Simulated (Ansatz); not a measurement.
Geometry optimisation, RKS LDA/def2-SVP in Ansatz.

Input file:

```yaml
crystal:
  periodic: [false, false, false]
  atoms:
    - { symbol: Sn, position_ang: [0.269602, -0.378853, -0.449734] }
    - { symbol: O, position_ang: [-0.026085, 0.029027, 2.673055] }
    - { symbol: H, position_ang: [-0.913194, -0.352941, 2.804951] }
    - { symbol: H, position_ang: [1.586039, 0.103546, -1.441884] }
    - { symbol: H, position_ang: [-0.542986, 1.005814, 0.125534] }
    - { symbol: H, position_ang: [-0.834893, -1.313167, -1.383304] }
    - { symbol: H, position_ang: [0.907704, -1.461799, 0.745876] }
    - { symbol: H, position_ang: [0.520213, -0.759026, 2.424306] }
basis:
  gaussian: { orbitals: def2-SVP }
hamiltonian:
  xc: lda
relax:
  f_tol: 0.03
  max_steps: 50
output:
  orbitals: {}
```

Launched with:

```bash
$ ansatz run input.yaml --threads 1 --pin off --max-ram 2048MiB --backend cpu --events-out ev --progress --plain --runs-dir out
```

Question: Where does it end, and by what steps?

Answer: The run converged. After 17 steps the energy has fallen by 0.181 eV; H6 moved furthest, 1.12 Å.

```json
{"step": "0", "energy less start (eV)": "0.0000", "largest force component (eV/Å)": "0.458", "accepted": "yes"}
{"step": "1", "energy less start (eV)": "0.0120", "largest force component (eV/Å)": "1.270", "accepted": "no"}
{"step": "2", "energy less start (eV)": "-0.0177", "largest force component (eV/Å)": "0.115", "accepted": "yes"}
{"step": "3", "energy less start (eV)": "-0.0208", "largest force component (eV/Å)": "0.163", "accepted": "yes"}
{"step": "4", "energy less start (eV)": "-0.0335", "largest force component (eV/Å)": "0.257", "accepted": "yes"}
{"step": "5", "energy less start (eV)": "-0.0291", "largest force component (eV/Å)": "0.876", "accepted": "no"}
{"step": "6", "energy less start (eV)": "-0.0430", "largest force component (eV/Å)": "0.251", "accepted": "yes"}
{"step": "7", "energy less start (eV)": "-0.0512", "largest force component (eV/Å)": "0.801", "accepted": "yes"}
{"step": "8", "energy less start (eV)": "-0.0831", "largest force component (eV/Å)": "0.521", "accepted": "yes"}
{"step": "9", "energy less start (eV)": "-0.1205", "largest force component (eV/Å)": "0.310", "accepted": "yes"}
{"step": "10", "energy less start (eV)": "-0.1295", "largest force component (eV/Å)": "0.570", "accepted": "yes"}
{"step": "11", "energy less start (eV)": "-0.1597", "largest force component (eV/Å)": "0.393", "accepted": "yes"}
{"step": "12", "energy less start (eV)": "-0.1750", "largest force component (eV/Å)": "0.151", "accepted": "yes"}
{"step": "13", "energy less start (eV)": "-0.1784", "largest force component (eV/Å)": "0.151", "accepted": "yes"}
{"step": "14", "energy less start (eV)": "-0.1803", "largest force component (eV/Å)": "0.031", "accepted": "yes"}
{"step": "15", "energy less start (eV)": "-0.1804", "largest force component (eV/Å)": "0.100", "accepted": "yes"}
{"step": "16", "energy less start (eV)": "-0.1805", "largest force component (eV/Å)": "0.081", "accepted": "yes"}
{"step": "17", "energy less start (eV)": "-0.1809", "largest force component (eV/Å)": "0.006", "accepted": "yes"}
```

```xyz
8
Properties=species:S:1:pos:R:3
Sn 0.442 -0.237 -0.322
O -0.527 -0.218 2.401
H -1.131 -0.969 2.244
H 1.070 -0.374 -1.929
H 0.155 1.414 0.000
H -0.990 -1.183 -0.284
H 1.644 -0.909 0.708
H 0.303 -0.650 2.681
```

The run took 21 s on 1 thread of Arm Neoverse V1 (shared host), peak memory 0.12 GiB.
